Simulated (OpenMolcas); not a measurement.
# Mn3+: moving the ligands

Mn3+ with 6 ligands (fluoride) in octahedral coordination (Oh) at 1.96 Å. A charge of +0.5 e stands 2.6 Å behind each ligand. Ligand basis ANO-RCC-VDZP.

| Property | Result |
| --- | --- |
| Program | OpenMolcas 26.06 |
| Method | CASSCF |
| Basis | ANO-RCC-VTZP [6s5p3d2f1g] |
| Scalar Hamiltonian | DKH2, point nucleus |
| Active space | 4 electrons in 5 orbitals (3d) |
| State averaging | 2S+1 = 5 even, 5 roots; 2S+1 = 3 even, 45 roots; 2S+1 = 1 even, 50 roots |
| Spin-orbit coupling | RASSI with atomic mean-field integrals over the reference wave functions |

Runs around this geometry, states (labels of O, the rotations of Oh). Energies in cm-1 above the lowest state or level, χT in cm3 K/mol; 10Dq and B are least-squares fits to the states below 45000 cm-1, weighted by degeneracy, with a free offset, and given where the rms deviation is under 5 % of |10Dq| (or 100 cm-1) and under 700 cm-1.

```json
{"R (Å)": "1.84", "Ground state": "5E", "First state of that spin": "5T2 15513", "10Dq": "15345", "B (rms of fit)": "1128 (94)", "First gap with spin-orbit (degeneracies)": "10.2 (1, 3)", "χT at 300 K": "2.958", "First state of another spin": "3T1 10398"}
{"R (Å)": "1.96", "Ground state": "5E", "First state of that spin": "5T2 11227", "10Dq": "11038", "B (rms of fit)": "1142 (99)", "First gap with spin-orbit (degeneracies)": "9.7 (1, 3)", "χT at 300 K": "2.940", "First state of another spin": "3T1 14647"}
{"R (Å)": "2.08", "Ground state": "5E", "First state of that spin": "5T2 8334", "10Dq": "8078", "B (rms of fit)": "1152 (100)", "First gap with spin-orbit (degeneracies)": "10.8 (1, 3)", "χT at 300 K": "2.915", "First state of another spin": "3T1 17433"}
```

Taking |10Dq| as R^-n, n = -ln(8078 / 15345) / ln(2.08 / 1.84) = 5.2 between the shortest and longest distance. The point-charge formula for a cubic d site gives n = 5.

An orbital doublet at a regular site is open to a Jahn-Teller distortion, which this geometry leaves out. Without dynamic correlation the repulsion within the d shell is too large (B by tens of per cent), so at a given field states of lower spin stand too high. Ligand-to-metal charge-transfer states are missing. With no ligand orbital active B as a rule stays too high, so bands that hang on it stand too high and its fall with covalency is understated. With metal d orbitals alone and no dynamic correlation the field as a rule comes out too small, by tens of per cent, by up to half for chloride and softer ligands. This shell can be high or low spin here, a state of another spin lies low, and with metal d orbitals alone active their balance is uncertain, so the ground spin may be wrong (holds for R = 1.84; R = 1.96). No measured value stands beside these numbers; the geometry is a model, was not optimised and need not be the one that this ion takes.
